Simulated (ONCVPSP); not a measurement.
# Which change was made? (Mn, ONCV)

| Quantity | Value |
| --- | --- |
| Element | manganese |
| Generator | ONCVPSP 4.0.1 |
| Type | optimised norm-conserving Vanderbilt (ONCV) |
| Functional | PBEsol |
| Relativity | scalar-relativistic |
| Frozen core | [Ne] |
| Valence charge | 15 |
| Reference configuration | 3s2 3p6 3d5 4s2 |
| Partial waves | 3s+4s: rc 1.30 bohr, ncon 3, nbas 8, qcut 9 1/bohr, 2 projectors; 3p: rc 1.00 bohr, ncon 5, nbas 8, qcut 8 1/bohr, 2 projectors, debl 3.3 Ha; 3d: rc 1.00 bohr, ncon 5, nbas 9, qcut 18.5 1/bohr, local |
| Local potential | the d channel |
| Core correction | Teter function, fcfact 3.25, rcfact 1.15 |

Cutoffs, loose and tight: the cutoffs (Ha) at which the residual kinetic energy of the hardest occupied pseudo-wave falls to 1 and 0.1 mHa per electron. They do not see the model core or the augmentation charge, which bear on the density cutoff. Test errors are all-electron minus pseudo excitation energies from the reference, over the configurations 3s2 3p6 3d5 4s1; 3s2 3p6 3d5 4s0; 3s2 3p6 3d4 4s0; 3s2 3p6 3d5 4s0 4p1; variants that change the core or the reference have their own tests.

The base gives: outcome: generated; cutoff, loose: 107 Ha; cutoff, tight: 175 Ha; bound ghosts: none; GHOST(+) flags above zero: s; largest test error (meV): -6.9.

Task: After one change the result is: outcome: generated; cutoff, loose: 221 Ha; cutoff, tight: 250 Ha; bound ghosts: s; GHOST(+) flags above zero: none; largest test error (meV): -0.9. Which change was it?
A. d: qcut 24.1
B. d: qcut 13.9
C. d: qcut 27

Result: C. The others give: d: qcut 13.9 → outcome: generated; cutoff, loose: 84 Ha; cutoff, tight: 175 Ha; bound ghosts: none; GHOST(+) flags above zero: s, p; largest test error (meV): -8.3 | d: qcut 24.1 → outcome: generated; cutoff, loose: 150 Ha; cutoff, tight: 185 Ha; bound ghosts: none; GHOST(+) flags above zero: s; largest test error (meV): -6.4.
